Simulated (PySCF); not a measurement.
## Ionisation energy of Ce⁵⁶⁺ by level of theory

Ce⁵⁶⁺ 1s2 (1S) → Ce⁵⁷⁺ 1s1 (2S), as a difference of total energies. Computed with PySCF 2.14 in an uncontracted even-tempered set (17 s from 130 bohr⁻², ratio 2.2; 7 p from 200 bohr⁻², ratio 2.4; 4 d from 600 bohr⁻², ratio 2.4; 3 f from 900 bohr⁻², ratio 2.4; 3 g from 1300 bohr⁻², ratio 2.4), with the spin-free X2C one-electron Hamiltonian (Gaussian nucleus). Correlated levels: nothing frozen; virtual orbitals above 40 to 60 times the deepest correlated orbital energy dropped. The calculations carry no spin-orbit coupling.

```tsv
method	ionisation energy (eV)	difference from reference (eV)
UHF	46928.8	+88.5
LDA	46861.8	+21.5
PBE	46926.8	+86.5
PBE0	46927.6	+87.3
r2SCAN	46933.9	+93.6
M06-L	46940.2	+99.9
BHandHLYP	46931.9	+91.6
MP2 (all electrons)	46930.5	+90.2
SCS-MP2 (all electrons)	46930.8	+90.5
```

Reference: 46840.31 ± 0.05 eV (theoretical estimate listed by NIST; NIST Atomic Spectra Database, ionization energies).

For this ion Breit and QED terms and the two-electron picture change, all absent here, outweigh the differences among the correlated methods.
